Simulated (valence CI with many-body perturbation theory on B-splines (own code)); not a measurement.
Ladder of approximations for Rb XXXIII

Calculated by configuration interaction combined with many-body perturbation theory (CI+MBPT): three valence electrons over a frozen Dirac-Fock core [He], radial functions for each j: 11 s, 11 p, 9 d, 7 f, 5 g, 2 h, 1 i, with the one-electron correlation potential Σ1, the two-electron term Σ2, the three-electron term Σ3, Breit, model QED; selected CI, second order for the rest (own B-spline code, finite nucleus).

The last digits are not significant, and no measured levels were compared; by estimate large intervals hold to a few tenths of a per cent, small ones and those within an open d or f shell to about a per cent.

Each rung adds one term. CI alone is the Dirac-Coulomb CI over the frozen core; QED comes last and gives the full result, which names the levels. Energies are above (2s^2 2p1/2) J=1/2 on the same rung, in eV.

Levels are named by their leading jj configuration (3d3/2^4 stands for four electrons in 3d with j = 3/2), which in mixed levels can hold well under half, so a name can repeat and another be missing. Letters in brackets count levels of one name in rising energy.

```
                     Level  CI alone    + Σ1    + Σ2    + Σ3  + Breit    Full
        (2s^2 2p3/2) J=3/2      70.3    70.3    70.3    70.3     68.7    68.8
        (2s 2p1/2^2) J=1/2      90.7    90.5    90.5    90.5     92.1    90.5
(2s 2p1/2 2p3/2) J=3/2 [a]     137.2   137.1   137.1   137.1    137.3   135.8
    (2s 2p1/2 2p3/2) J=5/2     157.0   156.8   156.8   156.8    155.7   154.3
(2s 2p1/2 2p3/2) J=3/2 [b]     191.3   191.2   191.0   191.0    190.6   189.1
    (2s 2p1/2 2p3/2) J=1/2     199.0   198.9   198.6   198.5    199.1   197.6
        (2s 2p3/2^2) J=5/2     228.1   228.0   227.9   227.9    226.1   224.8
        (2s 2p3/2^2) J=1/2     273.3   273.2   273.1   273.0    272.2   270.9
        (2s 2p3/2^2) J=3/2     275.7   275.6   275.3   275.2    273.6   272.2
     (2p1/2^2 2p3/2) J=3/2     297.7   297.4   297.0   297.0    298.5   295.4
     (2p1/2 2p3/2^2) J=3/2     352.0   351.7   351.4   351.3    351.7   348.7
     (2p1/2 2p3/2^2) J=5/2     366.0   365.7   365.4   365.4    364.4   361.5
     (2p1/2 2p3/2^2) J=1/2     390.0   389.7   389.4   389.4    390.0   387.1
           (2p3/2^3) J=3/2     445.5   445.2   445.0   444.9    443.6   440.8
           (2s^2 3s) J=1/2    2234.0  2234.3  2234.3  2234.2   2231.4  2231.9
        (2s^2 3p1/2) J=1/2    2268.6  2268.9  2268.8  2268.8   2266.5  2266.5
        (2s^2 3p3/2) J=3/2    2288.3  2288.6  2288.5  2288.5   2285.7  2285.7
   (2s 2p1/2 3s) J=1/2 [a]    2302.1  2302.2  2302.1  2302.1   2301.0  2300.0
       (2s 2p1/2 3s) J=3/2    2313.8  2313.9  2313.8  2313.8   2312.1  2311.1
        (2s^2 3d3/2) J=3/2    2319.2  2319.5  2319.4  2319.4   2316.2  2316.3
   (2s 2p1/2 3s) J=1/2 [b]    2324.6  2324.7  2324.7  2324.6   2323.2  2322.2
        (2s^2 3d5/2) J=5/2    2325.3  2325.6  2325.5  2325.5   2322.2  2322.3
(2s 2p1/2 3p1/2) J=1/2 [a]    2331.8  2331.9  2331.8  2331.8   2331.2  2329.7
    (2s 2p1/2 3p1/2) J=3/2    2342.4  2342.5  2342.4  2342.4   2341.2  2339.7
(2s 2p1/2 3p1/2) J=1/2 [b]    2357.6  2357.7  2357.6  2357.5   2356.7  2355.1
(2s 2p1/2 3p3/2) J=3/2 [a]    2358.4  2358.4  2358.4  2358.3   2357.3  2355.8
    (2s 2p1/2 3p3/2) J=1/2    2366.9  2367.0  2366.9  2366.9   2365.4  2363.9
    (2s 2p1/2 3p3/2) J=5/2    2368.2  2368.3  2368.3  2368.2   2366.5  2365.0
       (2s 2p3/2 3s) J=5/2    2371.4  2371.5  2371.5  2371.4   2368.2  2367.3
(2s 2p1/2 3p3/2) J=3/2 [b]    2372.3  2372.4  2372.3  2372.3   2370.7  2369.2
(2s 2p1/2 3d3/2) J=3/2 [a]    2379.5  2379.6  2379.6  2379.6   2378.3  2376.8
```

(1) How does the ionisation energy move along the ladder, and which term matters most?

Results:

(1) CI alone 3992.6, + Σ1 3992.9, + Σ2 3992.9, + Σ3 3992.8, + Breit 3989.5, + QED 3989.6 eV. The largest step is Breit, -3.3 eV. NIST lists 3988 ± 3 eV (semi-empirical).
